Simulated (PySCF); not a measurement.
Compound: C₆H₁₃NSi₂.
Numbering: `[CH2:1]=[N:2][CH2:3][C@@H:4]1[CH2:5][SiH2:6][CH:7]=[C:8]1[SiH3:9]`

Structure used (GFN2-xTB), in Å, numbered top down from 1:
```xyz
22
C6H13NSi2 angstrom
C      2.6563    1.6817    0.1747
N      1.5863    1.1618   -0.2074
C      1.3521   -0.2397   -0.0869
C      0.0168   -0.4547    0.6443
C     -0.3452   -1.9458    0.7097
Si    -1.6021   -2.2470   -0.6913
C     -1.8879   -0.4033   -0.8446
C     -1.0290    0.3168   -0.1181
Si    -0.9457    2.2005   -0.1035
H      3.4960    1.1205    0.6007
H      2.7755    2.7504    0.0758
H      2.1754   -0.7656    0.4259
H      1.2487   -0.6452   -1.0992
H      0.1239   -0.0340    1.6515
H      0.5493   -2.5632    0.6488
H     -0.8037   -2.1603    1.6749
H     -0.9965   -2.8655   -1.8786
H     -2.7544   -3.0455   -0.2642
H     -2.6407    0.0782   -1.4495
H     -2.3454    2.6651   -0.0464
H     -0.2880    2.6877    1.1103
H     -0.3521    2.7263   -1.3289
```

NICS is the negative of the GIAO shielding at a point without a nucleus: at the ring centre (0) and 1 Å above and below it (1); zz is the component along the ring normal. Level: GIAO PBE0/pcSseg-1 (PySCF, non-relativistic, gas phase) on the GFN2-xTB geometry, one conformer.

Ring bond lengths (Å), with Mayer bond orders in brackets: C4–C5 1.536 (1.01), C5–Si6 1.906 (0.91), Si6–C7 1.872 (0.91), C7–C8 1.336 (1.90), C8–C4 1.507 (0.99).

Q: Give the NICS values of each ring in ppm.

A: 
```tsv
ring	type	NICS(0)	NICS(1), two faces	NICS(1)zz, two faces	rms pucker (Å)	centre to ring atoms, mean (Å)
C4–C5–Si6–C7–C8	5-membered ring with Si; formal bonds 1 double, 4 single	-1.9	-3.6 / -3.0	-3.3 / -2.4	0.09	1.38
```

Q: What do they say, and how far can they be read as aromaticity?

A: 
- C4–C5–Si6–C7–C8: mean NICS(1)zz -2.8 ppm, near zero. C4, C5, Si6 have four or more neighbours; no verdict on aromaticity is drawn.

Q: How shielded are the nuclei of the rings and their hydrogens (means over atoms taken as equivalent)?

A: 
| atoms | environment | σ isotropic (ppm) | principal values of the symmetric part, first atom (ppm) |
| --- | --- | --- | --- |
| C4 | allylic carbon | 127.7 | 105.8, 131.6, 145.7 |
| C5 | sp3 carbon bound to silicon | 174.2 | 154.1, 167.6, 200.8 |
| Si6 | SiH2 silicon | 381.5 | 311.9, 385.0, 447.8 |
| C7 | alkene CH carbon | 43.8 | -67.2, 41.1, 157.6 |
| C8 | fully substituted alkene carbon | 3.7 | -114.9, -24.7, 150.7 |
| H14 | methine hydrogen | 28.52 | 24.3, 28.5, 32.7 |
| H15 | methylene hydrogen | 31.06 | 26.1, 29.6, 37.5 |
| H16 | methylene hydrogen | 30.42 | 24.7, 28.1, 38.5 |
| H17 | Si–H hydrogen | 26.90 | 23.8, 24.6, 32.3 |
| H18 | Si–H hydrogen | 27.00 | 23.7, 24.5, 32.9 |
| H19 | vinylic hydrogen | 24.98 | 23.3, 24.0, 27.7 |

The run took 97 s of wall time on an AMD EPYC with one thread, no GPU, on a shared host, and the process peaked at 0.98 GiB of memory. This is the whole shielding run at PBE0/pcSseg-1, SCF included.
